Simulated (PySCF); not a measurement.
## A small calculation by hand: chemical shift, span and skew from a shielding tensor

FH7OSi3, SMILES [SiH2]([Si@@H]([SiH3])F)O. Atoms are numbered in the order given.

```xyz
12

O     -0.4661     2.1668    -0.4913
Si    -1.2936     1.1121     0.5150
Si    -0.2835    -0.9311    -0.0442
F     -0.1823    -1.8738     1.2933
Si     1.8618    -0.4319    -0.8530
H     -0.6667     3.1049    -0.4211
H     -1.0688     1.4264     1.9630
H     -2.7709     1.1589     0.2695
H     -1.0676    -1.6922    -1.0658
H      2.5813     0.4503     0.1141
H      2.6595    -1.6808    -1.0553
H      1.7179     0.2732    -2.1623
```
Charge 0, spin multiplicity 1.

The structure is a stationary point at PBE0-D3(BJ)/def2-SVP. The structure was generated by enumeration; whether it is a known compound was not checked. The values are those of a single conformer.

GIAO shieldings from KT2/pcSseg-1 run with PySCF, non-relativistic, no solvent. The symmetric part of the tensor of F4 has the principal values 362.5, 437.8, 489.6 ppm. The same nucleus in CFCl3 has σ = 127.1 ppm at this level (PySCF, at its B3LYP-D3(BJ)/def2-TZVP geometry).

### Question
Work out the isotropic shielding, the ¹⁹F shift against CFCl3, the span and the skew.

### Answer

σ(iso) = (σ11 + σ22 + σ33)/3 = 430.0 ppm. δ = σ(ref) − σ(iso) = 127.1 − (430.0) = -302.9 ppm.
Span Ω = σ33 − σ11 = 127.1 ppm. Skew κ = 3(σ(iso) − σ22)/Ω = -0.18. Tumbling in solution averages the tensor to δ; in a static solid the shielding alone would spread this spin-1/2 line over Ω.
